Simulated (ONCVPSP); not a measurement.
# An all-electron radial function and its pseudo partner (C (Z = 6))

Columns: radius, all-electron u(r) and pseudo u(r) of the 2p shell (level -10.68 eV) of carbon in the configuration [He] 2s2 2p1.5; Wu-Cohen, non-relativistic, ONCV scheme, ONCVPSP 4.0.1.

| r (bohr) | all-electron | pseudo |
| --- | --- | --- |
| 0.080 | 0.0346 | 0.0173 |
| 0.160 | 0.1113 | 0.0670 |
| 0.240 | 0.2039 | 0.1429 |
| 0.320 | 0.2985 | 0.2365 |
| 0.400 | 0.3875 | 0.3375 |
| 0.480 | 0.4672 | 0.4367 |
| 0.560 | 0.5362 | 0.5262 |
| 0.640 | 0.5946 | 0.6010 |
| 0.720 | 0.6426 | 0.6591 |
| 0.800 | 0.6806 | 0.7009 |
| 0.880 | 0.7091 | 0.7283 |
| 0.960 | 0.7290 | 0.7442 |
| 1.040 | 0.7413 | 0.7516 |
| 1.120 | 0.7468 | 0.7527 |
| 1.200 | 0.7466 | 0.7493 |
| 1.280 | 0.7415 | 0.7425 |
| 1.360 | 0.7323 | 0.7325 |
| 1.440 | 0.7197 | 0.7198 |
| 1.520 | 0.7044 | 0.7044 |
| 1.600 | 0.6869 | 0.6869 |
| 1.680 | 0.6676 | 0.6676 |
| 1.760 | 0.6470 | 0.6470 |
| 1.840 | 0.6254 | 0.6254 |
| 1.920 | 0.6030 | 0.6030 |
| 2.000 | 0.5802 | 0.5802 |
| 2.080 | 0.5572 | 0.5572 |

Problem. How many radial nodes do the two functions have?

Solution. The all-electron 2p function has n − l − 1 = 0; the pseudo-wave has 0.

Problem. At about which radius was the pseudo-wave matched?

Solution. 1.60 bohr. The columns agree to 0.0005 from 1.36 bohr on; several derivatives are matched, so the curves merge somewhat inside the radius.

Problem. Where does each function peak?

Solution. Outermost all-electron maximum near 1.12 bohr, pseudo maximum near 1.12 bohr (to the table’s step).

Problem. Is the pseudo-wave norm-conserving?

Solution. Yes: the ONCV scheme keeps the norm inside the radius equal to the all-electron one, which fixes the energy derivative of the logarithmic derivative at the level.
